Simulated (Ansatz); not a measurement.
Mulliken charges of `C[N](C)[Au]` from r2SCAN/def2-TZVPP in Ansatz (PBE0-D4/def2-TZVP geometry).

| atom | x (Å) | y (Å) | z (Å) | charge (e) |
| --- | --- | --- | --- | --- |
| C1 | -0.193 | 1.014 | -0.613 | -0.039 |
| N2 | -0.296 | -0.420 | -0.448 | -0.360 |
| C3 | 0.591 | -0.873 | 0.602 | -0.039 |
| Au4 | -2.178 | -0.981 | -0.105 | 0.098 |
| H5 | -0.864 | 1.360 | -1.400 | 0.066 |
| H6 | -0.385 | 1.597 | 0.301 | 0.056 |
| H7 | 0.838 | 1.235 | -0.928 | 0.048 |
| H8 | 0.513 | -1.952 | 0.733 | 0.066 |
| H9 | 0.438 | -0.383 | 1.576 | 0.056 |
| H10 | 1.619 | -0.646 | 0.284 | 0.048 |

**Question.** By hand: the dipole of these point charges (1 e Å = 4.8032 D).

**Answer.** Σ q r = (-0.025, 0.107, 0.182) e Å, of length 0.213 e Å = 1.02 D.

**Question.** How does the dipole of the full density compare? (Estimate.)

**Answer.** Ansatz gave: (0.050, 0.102, 0.126) e Å, 0.81 D; the point charges give 1.26 times that, at 25° from its direction.

Point charges leave out the atoms' own dipoles, such as those of lone pairs, and Mulliken's split depends on the basis, so the two needn't agree.
